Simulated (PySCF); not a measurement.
This PySCF input asks for the NMR shieldings of SMILES [SiH3]N([SiH3])BC1C=CC=C1, C5H12BNSi2; the geometry comes from GFN2-xTB.

```python
import basis_set_exchange as bse
import numpy as np
from pyscf import gto, dft
from pyscf.prop import nmr

atoms = """
Si   -2.048509   -1.451599    0.473107
N    -1.517173    0.213934    0.259038
Si   -2.677208    1.500336   -0.071363
B    -0.154372    0.565992    0.287011
C     1.015510   -0.518199    0.468673
C     1.512364   -0.657868   -0.927885
C     2.737448   -0.105514   -1.022396
C     3.152189    0.344865    0.276498
C     2.180190    0.072950    1.167261
H    -3.500197   -1.473455    0.309871
H    -1.685401   -1.880799    1.827016
H    -1.425242   -2.295210   -0.548296
H    -4.005236    0.976051    0.239420
H    -2.577516    1.860794   -1.487618
H    -2.370785    2.634896    0.797483
H     0.152498    1.687083    0.125420
H     0.648355   -1.441962    0.911965
H     0.929332   -1.092340   -1.720194
H     3.338596   -0.022458   -1.911522
H     4.098746    0.814343    0.479607
H     2.187490    0.285106    2.221136
"""
names = dict.fromkeys(["Si", "N", "B", "C", "H"], "pcSseg-1")
basis = {el: gto.basis.parse(bse.get_basis(n, elements=[el], fmt="nwchem")) for el, n in names.items()}
mol = gto.M(atom=atoms, basis=basis, charge=0, verbose=0)
mf = dft.RKS(mol, xc="PBE0")
mf.grids.level = 2
mf.grids.alignment = dft.numint.BLKSIZE   # the property module wants whole blocks of grid points
mf.conv_tol = 1e-9
mf.kernel()

calc = nmr.RKS(mf)   # GIAO
C = mf.mo_coeff
Co = C[:, mf.mo_occ > 0]
resp = mf.gen_response(singlet=True, hermi=2)
def vind(x):   # induced exchange potential for any number of trial vectors
    d = np.einsum("pi,xij,qj->xpq", C, 2 * x.reshape(-1, C.shape[1], Co.shape[1]), Co, optimize=True)
    return np.einsum("xpq,pi,qj->xij", resp(d - d.transpose(0, 2, 1)), C, Co, optimize=True).ravel()
mo1, _ = nmr.rhf.solve_mo1(calc, with_cphf=vind)
sigma = calc.kernel(mo1)
for i, s in enumerate(sigma):   # ppm
    w = np.linalg.eigvalsh((s + s.T) / 2)
    print("%2d %-2s iso %8.1f  s11 %8.1f  s22 %8.1f  s33 %8.1f" % (i, mol.atom_pure_symbol(i), w.mean(), *w))
```

Problem. Give the expected output.

Solution. 
```
 0 Si iso    398.2  s11    357.1  s22    379.9  s33    457.6
 1 N  iso    178.6  s11     57.3  s22    207.5  s33    271.1
 2 Si iso    387.8  s11    336.0  s22    370.4  s33    457.1
 3 B  iso     54.3  s11      5.8  s22     54.8  s33    102.2
 4 C  iso    125.9  s11     99.6  s22    132.2  s33    145.9
 5 C  iso     55.3  s11    -43.6  s22     52.4  s33    157.1
 6 C  iso     43.2  s11    -58.8  s22     37.5  s33    150.8
 7 C  iso     47.1  s11    -51.4  s22     43.3  s33    149.5
 8 C  iso     41.6  s11    -66.6  s22     33.7  s33    157.7
 9 H  iso     26.9  s11     23.4  s22     26.1  s33     31.2
10 H  iso     26.6  s11     23.1  s22     25.1  s33     31.5
11 H  iso     26.6  s11     22.7  s22     26.1  s33     31.0
12 H  iso     26.9  s11     23.3  s22     26.2  s33     31.2
13 H  iso     26.9  s11     23.0  s22     25.4  s33     32.3
14 H  iso     26.9  s11     23.2  s22     25.6  s33     31.8
15 H  iso     27.8  s11     24.6  s22     25.9  s33     33.0
16 H  iso     28.0  s11     23.8  s22     27.4  s33     32.7
17 H  iso     25.3  s11     22.9  s22     25.0  s33     28.1
18 H  iso     24.6  s11     23.0  s22     23.2  s33     27.5
19 H  iso     24.7  s11     23.1  s22     23.8  s33     27.1
20 H  iso     24.6  s11     23.0  s22     24.2  s33     26.6
```

These numbers come from an equivalent density-fitted implementation of the same equations, which agrees with the script to about 0.01 ppm for H and up to a few tenths of a ppm for heavy atoms, so last digits may differ.

Size and cost of the density-fitted run: 227 basis functions, 110 s wall time on 1 thread of an Arm Neoverse N1, shared host; peak memory 1.1 GiB.
